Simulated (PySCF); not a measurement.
## Ionisation energy of Lu(47+) by level of theory

Lu(47+) [Ar] 3d6 (5D) → Lu(48+) [Ar] 3d5 (6S), as a difference of total energies. Computed with PySCF 2.14 in an even-tempered Gaussian basis (18 s from 10 bohr⁻², ratio 2.5; 12 p from 14 bohr⁻², ratio 2.5; 7 d from 14 bohr⁻², ratio 2.5; 4 f from 53 bohr⁻², ratio 2.7; 3 g from 79 bohr⁻², ratio 2.7), with scalar relativity by spin-free X2C-1e. Correlated levels: outer shells: [Ne] frozen; virtual orbitals above 40 to 60 times the deepest correlated orbital energy dropped. The calculations carry no spin-orbit coupling.

| method | ionisation energy (eV) |
| --- | --- |
| UHF | 4092.4 |
| LDA | 4094.2 |
| PBE | 4095.6 |
| PBE0 | 4095.4 |
| r2SCAN | 4095.9 |
| TPSS | 4095.2 |
| M06 | 4092.5 |
| MP2 (outer shells) | 4093.7 |
| SCS-MP2 (outer shells) | 4093.9 |

Spin-orbit coupling is strong in these open shells (close to jj coupling). The scalar numbers leave it out and a first-order estimate fails, so it can dominate the gap to the real levels.

Breit and QED terms and the two-electron picture change are absent.

For comparison: 4086 ± 4 eV (theoretical estimate listed by NIST; NIST Atomic Spectra Database, ionization energies).
